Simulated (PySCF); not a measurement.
C3H8BNSi.
SMILES with atom numbers: `[CH3:1][C:2]#[C:3][BH:4][SiH2:5][NH2:6]` (hydrogens: H7, H8, H9 on C1; H10 on B4; H11, H12 on Si5; H13, H14 on N6)

Jobs on this species (14 atoms, 52 electrons) with PySCF (density fitting). Hardware of each: Arm Neoverse V1, one thread, no GPU (shared host). Times come from a shared host and carry two figures at best. Peak memory is the resident size of the whole Python process, interpreter and libraries included.

| level and settings | work | basis functions | SCF cycles | wall time | peak memory |
| --- | --- | --- | --- | --- | --- |
| delta-SCF UKS SCAN, pcX-2 on the ionised atom, pcseg-1 elsewhere, non-relativistic | ΔSCF core ionisation, 7 holes | 170 | ? | ? | ? |
| delta-SCF UKS B3LYP, pcX-2 on the ionised atom, pcseg-1 elsewhere, spin-free X2C | ΔSCF core ionisation, 7 holes | 170 | 110 | 69 s | 0.82 GiB |
| delta-SCF UKS SCAN, pcX-1 on the ionised atom, pcseg-1 elsewhere, spin-free X2C | ΔSCF core ionisation, 7 holes | 150 | 135 | 44 s | 0.64 GiB |
| delta-SCF UKS PBE0, pcX-2 on the ionised atom, pcseg-1 elsewhere, spin-free X2C | ΔSCF core ionisation, 7 holes | 170 | 110 | 64 s | 0.84 GiB |
| delta-SCF UKS PBE, pcX-2 on the ionised atom, pcseg-1 elsewhere, spin-free X2C | ΔSCF core ionisation, 7 holes | 170 | 145 | 35 s | 0.64 GiB |
| delta-SCF UKS SCAN, pcX-2 on the ionised atom, pcseg-1 elsewhere, spin-free X2C | ΔSCF core ionisation, 7 holes | 170 | 144 | 57 s | 0.66 GiB |
| delta-SCF UKS SCAN, def2-TZVP on the ionised atom, pcseg-1 elsewhere, spin-free X2C | ΔSCF core ionisation, 7 holes | 147 | 138 | 51 s | 0.64 GiB |
| PBE0-D3(BJ)/def2-SVP, grid level 1 | geometry optimisation from a GFN2-xTB start shaken at random | 128 | 124 | 1.8 min | 0.54 GiB |

Q: Fill in the missing figures.

A: 
- delta-SCF UKS SCAN, pcX-2 on the ionised atom, pcseg-1 elsewhere, non-relativistic; ΔSCF core ionisation, 7 holes: 54 s, 0.64 GiB, 142 SCF cycles

Q: What do all jobs in the table cost together?

A: About 8.0 min; the longest takes about 22 % of that, and about 3.1 times as long as the shortest.
